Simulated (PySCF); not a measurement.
## Steps of a relaxation of Ho4N4

Ho4N4 (singlet in the valence; each metal's 4f electrons, 10 of them, lie in its core potential, out of spins and levels). PySCF 2.14.0, RKS PBE, Ho lcecp-1-SVP with ECP56, N def2-SVP; non-relativistic Hamiltonian with scalar-relativistic core potentials where named; density fitting; no spin-orbit coupling. Origin of the start: template. Columns: position (Å) and force (eV/Å). Energies are counted from the last step; some of the 7 steps are shown. Forces carry noise of the integration grid, about 0.01 to 0.03 eV/Å.

Run from Python with OMP_NUM_THREADS=4. Where DIIS fails, smearing, a level shift and second-order steps follow.
It took 2.2 min on 4 threads of Arm Neoverse V1 (shared host), from the converged density of the start.

```xyz
8
step 0  E = 2.387 eV
Ho    1.1477    1.1477    1.1477    -0.79   -0.79   -0.79
Ho    1.1477   -1.1477   -1.1477    -0.79    0.79    0.79
Ho   -1.1477    1.1477   -1.1477     0.79   -0.79    0.79
Ho   -1.1477   -1.1477    1.1477     0.79    0.79   -0.79
N     1.2051    1.2051   -1.2051    -2.02   -2.02    2.02
N     1.2051   -1.2051    1.2051    -2.02    2.02   -2.02
N    -1.2051    1.2051    1.2051     2.02   -2.02   -2.02
N    -1.2051   -1.2051   -1.2051     2.02    2.02    2.02
```

```xyz
8
step 2  E = 0.049 eV
Ho    1.1292    1.1292    1.1292    -0.12   -0.12   -0.12
Ho    1.1292   -1.1292   -1.1292    -0.12    0.12    0.12
Ho   -1.1292    1.1292   -1.1292     0.12   -0.12    0.12
Ho   -1.1292   -1.1292    1.1292     0.12    0.12   -0.12
N     1.0583    1.0583   -1.0583    -0.34   -0.34    0.34
N     1.0583   -1.0583    1.0583    -0.34    0.34   -0.34
N    -1.0583    1.0583    1.0583     0.34   -0.34   -0.34
N    -1.0583   -1.0583   -1.0583     0.34    0.34    0.34
```

```xyz
8
step 4  E = 0.000 eV
Ho    1.1270    1.1270    1.1270     0.03    0.03    0.03
Ho    1.1270   -1.1270   -1.1270     0.03   -0.03   -0.03
Ho   -1.1270    1.1270   -1.1270    -0.03    0.03   -0.03
Ho   -1.1270   -1.1270    1.1270    -0.03   -0.03    0.03
N     1.0363    1.0363   -1.0363    -0.01   -0.01    0.01
N     1.0363   -1.0363    1.0363    -0.01    0.01   -0.01
N    -1.0363    1.0363    1.0363     0.01   -0.01   -0.01
N    -1.0363   -1.0363   -1.0363     0.01    0.01    0.01
```

**Question.** Where does the relaxation end?

**Answer.** It converges at step 6 in Td:
```xyz
8
step 6  E = 0
Ho    1.1281    1.1281    1.1281
Ho    1.1281   -1.1281   -1.1281
Ho   -1.1281    1.1281   -1.1281
Ho   -1.1281   -1.1281    1.1281
N     1.0355    1.0355   -1.0355
N     1.0355   -1.0355    1.0355
N    -1.0355    1.0355    1.0355
N    -1.0355   -1.0355   -1.0355
```

An lcecp potential fixes the number of 4f electrons, so in runs with it no electron can move into or out of that shell.
